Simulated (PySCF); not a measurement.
# Ionisation energy of Ru²⁺ by level of theory

Ru²⁺ [Kr] 4d6 (5D) → Ru³⁺ [Kr] 4d5 (6S), as a difference of total energies. Computed with PySCF 2.14 in ANO-RCC-VTZP, with scalar relativity by spin-free X2C-1e. Correlated levels: valence and next inner shell: [Ar] 3d10 frozen. The calculations carry no spin-orbit coupling.

| method | ionisation energy (eV) | plus first-order spin-orbit estimate | difference from reference of that sum (eV) |
| --- | --- | --- | --- |
| UHF | 26.560 | 26.702 | -1.768 |
| MP2 (valence and next inner shell) | 27.903 | 28.045 | -0.425 |
| SCS-MP2 (valence and next inner shell) | 27.918 | 28.060 | -0.410 |
| CCSD (valence and next inner shell) | 27.855 | 27.997 | -0.473 |
| CCSD(T) (valence and next inner shell) | 27.909 | 28.051 | -0.419 |

Reference: 28.47 eV (semi-empirical (NIST evaluation); NIST Atomic Spectra Database, ionization energies).

A first-order spin-orbit estimate (lowest level to lowest level, LS coupling) adds 0.142 eV.

Errors of the correlated levels include the incompleteness of this basis and the frozen core.
